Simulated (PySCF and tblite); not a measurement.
Values are calculated unless marked as measured or tabulated.
2 diastereomers of C4H6F2O2, numbered alike:

```tsv
isomer	SMILES	descriptors (one enantiomer)
A	[F:1][C@H:2]1[CH2:3][O:4][CH2:5][O:6][C@@H:7]1[F:8]	2S, 7R
B	[F:1][C@@H:2]1[CH2:3][O:4][CH2:5][O:6][C@@H:7]1[F:8]	2R, 7R
```

Protocol: conformer search, at most 6 conformers an isomer, GFN2-xTB geometries, energies PBE0/pcSseg-1 (IEF-PCM, tetrahydrofuran) (D3(BJ) added where defined), GIAO shieldings PBE0/pcSseg-1 (IEF-PCM, tetrahydrofuran), weights at 298.15 K with GFN2-xTB thermal terms. Programs: PySCF with density fitting and tblite.

(1) What shifts does each isomer give (ppm; of two unlike H on one atom, a is the less shielded)?

Unscaled ¹⁹F shifts at such levels can be off by tens of ppm; differences between conformers or isomers are more reliable. Shifts are unscaled: against experiment ¹³C can be off by 15 ppm or more and ¹H by 0.8 ppm.

Results:

(1) 
A: ¹H (against TMS): 6.14 (H7, 1H), 5.47 (H5a, 1H), 5.23 (H5b, 1H), 4.64 (H3a, 1H), 4.57 (H2, 1H), 4.32 (H3b, 1H). ¹³C (against TMS): 110.0 (C7), 90.9 (C5), 87.7 (C2), 71.0 (C3). ¹⁹F (against CFCl3): -168.0 (F8), -224.7 (F1).

B: ¹H (against TMS): 6.27 (H7, 1H), 5.42 (H5a, 1H), 5.12 (H5b, 1H), 4.95 (H2, 1H), 4.48 (H3a, 1H), 4.30 (H3b, 1H). ¹³C (against TMS): 110.2 (C7), 90.9 (C5), 87.6 (C2), 68.0 (C3). ¹⁹F (against CFCl3): -187.4 (F8), -241.3 (F1).
